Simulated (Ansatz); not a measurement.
Input file for Ansatz (an electronic-structure program): U-CCSD(T)/cc-pVDZ on CH5GeN (SMILES [CH3][Ge][NH2]), a point of a bond scan (R = 1.212 Å). The run froze 16 orbitals, filled d shells among them.

Ansatz 0.2 input:
```yaml
crystal:
  periodic: [false, false, false]
  atoms:
    - {symbol: Ge, position_ang: [-0.21703830, -0.01007012, 0.44524688]}
    - {symbol: C, position_ang: [0.73026279, 1.39571344, -0.65095540]}
    - {symbol: H, position_ang: [0.39073173, 2.39683126, -0.38074917]}
    - {symbol: H, position_ang: [0.59421149, 1.25013447, -1.72469069]}
    - {symbol: H, position_ang: [1.80124161, 1.34067309, -0.42974829]}
    - {symbol: N, position_ang: [-0.03643845, -1.35482851, -0.78605328]}
    - {symbol: H, position_ang: [0.49046638, -1.24748741, -1.87256203]}
    - {symbol: H, position_ang: [-0.37011551, -2.29049868, -0.61312951]}
basis:
  gaussian:
    orbitals: cc-pVDZ
correlation: {method: ccsd_t, electrons: outside_noble_gas}
scf: {omitted_lower_state_checks: [cluster_reference]}
magnetization: {spin_polarized: true, initial_magnetization: 0}
```

The log:

```
WARN ansatz: RAYON_NUM_THREADS=1 ignored (pool sized by the plan → 1); use --threads N
Functional definition: HF
these checks for a lower state are left out or cut short: cluster_reference
integrals: 0.11 GiB planned
813 factors; integrals over basis functions are off by at most 1.3e-3 eV
mean field: 0.37 GiB planned
mean field evaluation 1: about -59060.2455 eV, gradient 2.4e1 eV
mean field evaluation 2: about -59060.2850 eV, gradient 2.4e1 eV
mean field evaluation 4: about -59063.3010 eV, gradient 2.4e0 eV
mean field evaluation 8: about -59063.3549 eV, gradient 4.4e-4 eV
mean field evaluation 16: about -59063.3494 eV, gradient 1.6e-1 eV
mean field -59063.35491196 eV, -2170.5382584345 hartree, gradient 1.4e-6 eV, S^2 0.000000; 2 other end points of the search recorded, 0 dependent functions left out
16 core orbitals not correlated
reference -59063.35491196 eV, -2170.5382584345 hartree; 9, 9 occupied and 55, 55 virtual orbitals, 813 factors
second order -11.12969704 eV of doubles, -0.00000000 eV of singles
coupled cluster: 0.31 GiB planned
cycle   1  -11.72711154 eV  change   -6.0e-1 eV  update   9.5e-2
cycle   2  -12.08213777 eV  change   -3.6e-1 eV  update   3.2e-2
cycle   3  -12.19182315 eV  change   -1.1e-1 eV  update   2.0e-2
cycle   4  -12.19140116 eV  change    4.2e-4 eV  update   6.7e-3
cycle   5  -12.19020116 eV  change    1.2e-3 eV  update   3.4e-3
cycle   6  -12.18969755 eV  change    5.0e-4 eV  update   1.1e-3
cycle   7  -12.18959411 eV  change    1.0e-4 eV  update   3.0e-4
cycle   8  -12.18964946 eV  change   -5.5e-5 eV  update   9.6e-5
cycle   9  -12.18964193 eV  change    7.5e-6 eV  update   2.7e-5
cycle  10  -12.18963844 eV  change    3.5e-6 eV  update   9.0e-6
perturbative correction -0.38035417 eV, -0.0139777578 hartree
Total energy: -59075.92490456 eV, -2171.0001971426 hartree
Checks for a lower state left out: cluster_reference
```

The run converged.

Cost: roughly 25 core-seconds.
